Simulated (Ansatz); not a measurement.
Potential energy curve for NBe (cation, charge +1), lowest singlet found (which spin is the ground state isn't settled by this scan).

Methods: RKS-PBE = restricted PBE/aug-cc-pVDZ run with Ansatz (a first-principles code); RKS-PBE0 = restricted PBE0/aug-cc-pVDZ in Ansatz; FCI = full CI/aug-cc-pVDZ, frozen core run with Ansatz.

Energies relative to the lowest point of each curve between 1.31 and 1.89 Å, where full CI is lowest, in kcal/mol; the last columns give the error against full CI:

```tsv
R / Å	RKS-PBE	RKS-PBE0	FCI	RKS-PBE − FCI	RKS-PBE0 − FCI
1.31	30.5	27.7	31.9	-1.3	-4.2
1.38	15.1	12.9	16.0	-0.9	-3.0
1.45	6.0	4.5	6.5	-0.5	-2.0
1.51	1.8	1.0	2.0	-0.3	-1.0
1.58	0.0	0.0	0.0	0.0	0.0
1.63	0.3	0.8	0.1	0.2	0.8
1.69	1.9	3.1	1.4	0.5	1.7
1.75	4.5	6.3	3.6	0.8	2.7
1.82	8.4	10.9	7.1	1.3	3.9
1.89	13.0	16.1	11.0	2.0	5.1
1.98	19.3	23.2	16.4	2.9	6.8
2.09	27.4	32.0	23.0	4.4	9.0
2.27	40.1	45.7	33.0	7.1	12.7
2.44	50.9	57.2	40.9	10.0	16.3
2.66	62.5	69.9	48.7	13.8	21.1
2.93	73.5	82.2	55.3	18.2	26.9
3.29	83.6	94.1	60.3	23.4	33.8
```

RKS-PBE is furthest from FCI at 3.29 (23.4 kcal/mol, above); its mean absolute error over the points is 5.1 kcal/mol.

RKS-PBE0 is furthest from FCI at 3.29 (33.8 kcal/mol, above); its mean absolute error over the points is 8.9 kcal/mol.

The scan ran from 1.21 to 5.70 Å; beyond the distances shown full CI changes its symmetry label. The restricted form behind RKS-PBE, RKS-PBE0 keeps the bonding electrons paired and can't separate into open-shell fragments. Also computed but left out beside FCI, since their determinant holds another spin at the minimum (<S²> over 0.7 above the pure value): UHF, UMP2, UCCSD, UCCSD(T), UKS-PBE0, UKS-BLYP, UKS-PBE, UKS-B3LYP/6-31G*, UKS-BP86/6-31G*, UKS-M06-2X/6-31G*, UHF/3-21G.
